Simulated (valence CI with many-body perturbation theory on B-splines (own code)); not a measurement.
## Rb16+: key properties

Level of theory: relativistic CI+MBPT: three valence electrons over a frozen Dirac-Fock core [Ar], a basis of 9 s, 9 p, 10 d, 8 f, 5 g, 3 h, 1 i functions for each j, with the one-electron correlation potential Σ1, the two-electron term Σ2, the three-electron term Σ3, Breit, model QED; selected CI, second order for the rest (own B-spline code, finite nucleus).

No measured spectrum was set against this ion. As an estimate, terms of the open shell hold to 2 to 4 % of their energy, and close levels can change places. Core correlation moves these levels by up to 5200 cm⁻¹, and in measured spectra 5 to 20 % of such shifts remained as error; rates that hang on mixing are uncertain with them. Only levels of the ground parity were solved; by the run's estimate the other parity begins above the list, which can be wrong where configurations are misplaced.

Names give the largest LS component (configuration and term), which can be under half, so a name can repeat, a term be missing and a line seem to break the LS rules; names also repeat where a configuration has a term twice.

Rates and lifetimes use the calculated energies. Strong lines usually hold to 10 to 20 %, long lifetimes can be off by a factor of two.

What is the ground level?

3d³ ⁴F_3/2, composition 96 % 3d³ ⁴F + 4 % 3d³ ²D, g = 0.416.

How is the term ⁴F of the ground level split?

J = 3/2 at 0.0, J = 5/2 at 7146, J = 7/2 at 14958, J = 9/2 at 22621 cm⁻¹.

What is the ionisation energy?

601.6 eV; NIST lists 601 ± 3 eV (theoretical).

How well does LS coupling describe the low levels?

Among the lowest 19 levels the leading LS term, summed over configurations, holds 86 % on average. For single configurations the figures are 86 % in LS and 70 % in jj coupling. Terms mix most in the J = 3/2 level at 67474 cm⁻¹, where the leading one holds 54 %.
